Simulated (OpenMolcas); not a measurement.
Multiconfigurational calculation on Fe4+

Fe4+ among 6 point charges of -0.98 e arranged as a tetragonal octahedron (D4h), 1.69 Å from the ion, with the axial distance 1.994 Å. With inversion symmetry the input lists one of each pair of outer charges.

Input:

```
&GATEWAY
Coord
1

Fe 0.0 0.0 0.0
Basis=ANO-RCC-VTZP
Group=XYZ
NoMove
AngMom=0.0 0.0 0.0
AMFI
XField
3 Angstrom 0
1.690000 0.000000 0.000000 -0.980000
0.000000 1.690000 0.000000 -0.980000
0.000000 0.000000 1.994200 -0.980000
&SEWARD
&RASSCF
FileOrb=start.orb
Symmetry=1
Spin=5
nActEl=4 0 0
Inactive=3 6
Ras2=5 0
CIRoot=5 5 1
SDav=5
CIMx=300
Iter=120 100
PrWF=0.3
OrbListing=Nothing
MaxOrb=0
>>> COPY $Project.JobIph JOB001
&RASSCF
FileOrb=start.orb
Symmetry=1
Spin=3
nActEl=4 0 0
Inactive=3 6
Ras2=5 0
CIRoot=45 45 1
SDav=45
CIMx=300
Iter=120 100
PrWF=0.3
OrbListing=Nothing
MaxOrb=0
>>> COPY $Project.JobIph JOB002
&RASSCF
FileOrb=start.orb
Symmetry=1
Spin=1
nActEl=4 0 0
Inactive=3 6
Ras2=5 0
CIRoot=50 50 1
SDav=50
CIMx=300
Iter=120 100
PrWF=0.3
OrbListing=Nothing
MaxOrb=0
>>> COPY $Project.JobIph JOB003
&RASSI
NrOfJobIphs=3 5 45 50
1 2 3 4 5
1 2 3 4 5 6 7 8 9 10 11 12 13 14 15 16 17 18 19 20 21 22 23 24 25 26 27
28 29 30 31 32 33 34 35 36 37 38 39 40 41 42 43 44 45
1 2 3 4 5 6 7 8 9 10 11 12 13 14 15 16 17 18 19 20 21 22 23 24 25 26 27
28 29 30 31 32 33 34 35 36 37 38 39 40 41 42 43 44 45 46 47 48 49 50
IphNames
JOB001
JOB002
JOB003
EJob
SpinOrbit
DIPRint=1.0
SOCoupling=1000.0
Subsets=2
Property=9
'ANGMOM' 1 'ANGMOM' 2 'ANGMOM' 3 'MLTPL  1' 1 'MLTPL  1' 2 'MLTPL  1' 3
'AMFI' 1 'AMFI' 2 'AMFI' 3
SOProperty=3
'ANGMOM' 1 'ANGMOM' 2 'ANGMOM' 3
```

Launched by
```bash
OMP_NUM_THREADS=1 MOLCAS_MEM=1689 MOLCAS_PROJECT=a pymolcas a.inp > a.log  # once for each step of the input, in one work folder
```

A driver script runs the steps one by one and writes start.orb anew before each from the orbitals found so far.

Output, cut to the results:

```
--- SEWARD ---
Basis set label: FE.ANO-RCC...6S5P3D2F1G.

      Electronic valence basis set:
      ------------------
      Associated Effective Charge  26.000000 au
      Associated Actual Charge     26.000000 au
      Nuclear Model: Point charge

      Shell  nPrim  nBasis  Cartesian Spherical Contaminant
         s      21       6        X
         p      15       5        X
         d      10       3                 X
         f       6       2                 X
         g       4       1                 X
                  Relativistic Douglas-Kroll-Hess integrals:
                    - DKH order of Hamiltonian: 2
                    - DKH order of Properties : 0
                  Atomic mean-field integrals
--- RASSCF ---
Wave function specifications:
      -----------------------------

      Number of closed shell electrons          18
      Number of electrons in active shells       4
      Max number of holes in RAS1 space          0
      Max nr of electrons in RAS3 space          0
      Number of inactive orbitals                9
      Number of active orbitals                  5
      Number of secondary orbitals              45
      Spin quantum number                      2.0
      State symmetry                             1
Orbital specifications:
      -----------------------

      Symmetry species                           1   2
                                                ag  au
      Frozen orbitals                            0   0
      Inactive orbitals                          3   6
      Active orbitals                            5   0
      RAS1 orbitals                              0   0
      RAS2 orbitals                              5   0
      RAS3 orbitals                              0   0
      Secondary orbitals                        22  23
      Deleted orbitals                           0   0
      Number of basis functions                 30  29
      Number of CSFs                             5
      Number of root(s) required                 5
      Iter CI   SX   CI       RASSCF       Energy    max ROT     max BLB   max BLB  Level Ln srch  Step   QN
          iter iter root      energy       change     param      element    value   shift minimum  type update
 Nr of preliminary CI iterations:   1
      Total energies have been shifted. Add                -1000.00 au
        1   1    9    0  -273.90508007    0.00E+00   2.33E-01*   4  10 2 -6.55E-01*  0.00   0.00    SX    NO
        2   1   10    0  -274.45739359   -5.52E-01*  4.17E-02    6  12 2  2.69E-01*  0.00   0.00    SX    NO
        3   1    9    0  -274.48522229   -2.78E-02* -2.09E-02    4  10 2 -7.37E-02*  0.00   0.00    SX    NO
        4   1    8    0  -274.48977574   -4.55E-03*  8.74E-03    6  12 2  4.12E-02*  0.00   0.00    SX    NO
        5   1    8    0  -274.49070689   -9.31E-04*  3.32E-03    5  11 2 -1.87E-02*  0.00   0.68    QN   YES
        6   1    7    0  -274.49098969   -2.83E-04*  2.05E-04    7  20 1 -3.25E-04*  0.00   1.02    QN   YES
        7   1    6    0  -274.49098991   -2.27E-07* -7.82E-05    7  20 1  5.96E-05   0.00   0.80    QN   YES
        8   1    5    0  -274.49098994   -2.18E-08* -4.11E-05    6  11 1 -2.60E-05   0.00   0.89    QN   YES
        9   1    5    0  -274.49098994   -7.67E-10   1.43E-05    6  11 1  1.39E-05   0.00   0.64    QN   YES
      Convergence after  9 iterations
       10   1    5    0  -274.49098994   -3.99E-10   1.43E-05    4  12 1  6.24E-07   0.00   0.64    QN   YES
      Natural orbitals and occupation numbers for root  1
      sym 1:   0.000000   1.000000   1.000000   1.000000   1.000000
      Natural orbitals and occupation numbers for root  2
      sym 1:   0.000000   1.000000   1.000000   1.000000   1.000000
      Natural orbitals and occupation numbers for root  3
      sym 1:   1.000000   1.000000   0.000000   1.000000   1.000000
::    RASSCF root number  1 Total energy:  -1274.50343596
::    RASSCF root number  2 Total energy:  -1274.49267022
::    RASSCF root number  3 Total energy:  -1274.48914035
::    RASSCF root number  4 Total energy:  -1274.48485158
::    RASSCF root number  5 Total energy:  -1274.48485158
--- RASSCF ---
Wave function specifications:
      -----------------------------

      Number of closed shell electrons          18
      Number of electrons in active shells       4
      Max number of holes in RAS1 space          0
      Max nr of electrons in RAS3 space          0
      Number of inactive orbitals                9
...
--- RASSI ---
SPIN-FREE ENERGIES:
  (Shifted by EMIN (a.u.) =      -1274.5034359603)

 SF State       Relative EMIN(au)   Rel lowest level(eV)    D:o, cm**(-1)      L_eff

     1             0.0000000000        0.0000000000              0.0000         2.0
     2             0.0107657448        0.2929508409           2362.8079         2.0
     3             0.0142956066        0.3890032729           3137.5230         2.0
     4             0.0185843827        0.5057068161           4078.8005         2.0
     5             0.0185843827        0.5057068161           4078.8005         2.0
     6             0.1247121798        3.3935912931          27371.1597         4.8
     7             0.1247121798        3.3935912931          27371.1597         4.8
     8             0.1258127426        3.4235391338          27612.7053         4.8
     9             0.1261875346        3.4337377447          27694.9626         4.9
    10             0.1310434419        3.5658737126          28760.7111         5.0
    11             0.1335547161        3.6342089644          29311.8721         4.8
    12             0.1335547161        3.6342089644          29311.8721         4.8
    13             0.1345170773        3.6603961472          29523.0860         5.0
    14             0.1352486322        3.6803027693          29683.6437         4.6
    15             0.1375261920        3.7422783308          30183.5103         4.4
    16             0.1375261920        3.7422783308          30183.5103         4.4
    17             0.1447356790        3.9384584661          31765.8098         2.5
    18             0.1450774157        3.9477575936          31840.8123         3.0
    19             0.1450774157        3.9477575936          31840.8123         3.0
    20             0.1476989187        4.0190923247          32416.1657         3.0
    21             0.1498991048        4.0789624385          32899.0508         3.1
...
```

Spin-orbit levels above the lowest (labels of D4, the rotations of D4h):

```tsv
E (cm-1)	Degeneracy	Label	2S+1	g
0.0	1	A1	5	
0.8	1	A2	5	
92.9	2	E	5	0.00 0.00 3.05
125.7	1	B1	5	
2451	1	B2	5	
2492	2	E	5	0.00 0.00 4.83
2603	1	A1	5	
2612	1	A2	5	
2984	1	A1	5	
3024	2	E	5	0.00 0.00 3.94
3197	1	B1	5	
3206	1	B2	5	
4037	2	E	5	0.00 0.00 5.38
4123	1	A2	5	
4406	1	A1	5	
4439	2	E	5	0.00 0.00 2.37
4479	1	B1	5	
4506	1	B2	5	
4531	2	E	5	0.00 0.00 9.81
27325	1	B2	3
```

Without dynamic correlation the repulsion within the d shell is too large (B by tens of per cent), so at a given field states of lower spin stand too high. Point charges give a weaker field than real ligands, and real ions of this kind are often low spin; the high spin found here belongs to the model. The ground term spreads over less than 5000 cm-1, several times less than with real ligands, so orbital moments are less quenched and χT lies further from the spin-only value than at real sites. Point charges carry no covalency, so the field is a model and not that of real ligands. No measured value stands beside these numbers.

With an even number of electrons the g values are those of a degenerate or nearly degenerate non-Kramers pair.
